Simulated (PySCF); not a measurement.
3,3,3-trifluoroprop-1-yne (C₃HF₃), SMILES C#CC(F)(F)F. Geometry optimised at B3LYP-D3(BJ)/def2-SVP.

Computed equilibrium geometry at B3LYP-D3(BJ)/def2-SVP (PySCF confirms it by a frequency run) as bond lengths and angles, and its point group:
point group C3v.
Atoms: C1 C2 C3 F4 F5 F6 H7. Bonded distances (Å): C1–C2 1.207, C1–H7 1.075, C2–C3 1.469, C3–F4 1.340, C3–F5 1.340, C3–F6 1.340. Bond angles (°): C2–C1–H7 180.0, C1–C2–C3 180.0, C2–C3–F4 111.1, C2–C3–F5 111.1, C2–C3–F6 111.1, F4–C3–F5 107.8, F4–C3–F6 107.8, F5–C3–F6 107.8.
Charge 0, spin multiplicity 1.
